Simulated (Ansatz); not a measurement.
Consider the substitution at a C–C bond: `CCCCCC` + HBr → `CCCBr` + `CCC`.

Computed with Ansatz on PBE0-D4/def2-TZVP structures; ΔE is electronic, products minus reactants. CCSD(T)/CBS adds triple-zeta CCSD(T) − MP2 to the extrapolated MP2 energy (def2 sets, frozen cores). Functionals use def2-TZVPP. For Br outer-core shells are correlated without core-valence functions, which leaves a few kJ/mol of doubt a bond. Scalar relativity is left out up to krypton. Each species was taken in one conformer, which may not be the lowest.

Problem. Is it downhill or uphill in electronic energy at CCSD(T)/CBS, and by how much? (Best estimate.)

Solution. The calculation gave: Nearly level: ΔE = +0.5 kcal/mol.

Problem. What do these levels give: ωB97M-V, B2PLYP, PBE, MP2/def2-QZVPP, SCS-MP2/def2-QZVPP, HF/CBS(def2)? (Best estimate.)

Solution. The calculation gave: ωB97M-V 0.7, B2PLYP -1.5, PBE -2.1, MP2/def2-QZVPP 0.3, SCS-MP2/def2-QZVPP -0.3, HF/CBS(def2) -2.2 kcal/mol.

Largest T1 diagnostic among the species: 0.008.

The D4 term adds +2.1 kcal/mol with B3LYP and +1.4 kcal/mol with PBE0; it sums over pairs of atoms, weighted by their polarisabilities, and B3LYP, whose exchange is more repulsive, gets the larger term. In def2-TZVPP, CCSD(T) changes the Hartree–Fock value by +3.2 kcal/mol (the triples alone add +0.1 kcal/mol) and MP2 by +2.9 kcal/mol.

B3LYP here is the variant with VWN-RPA as its local correlation; programs differ in this.
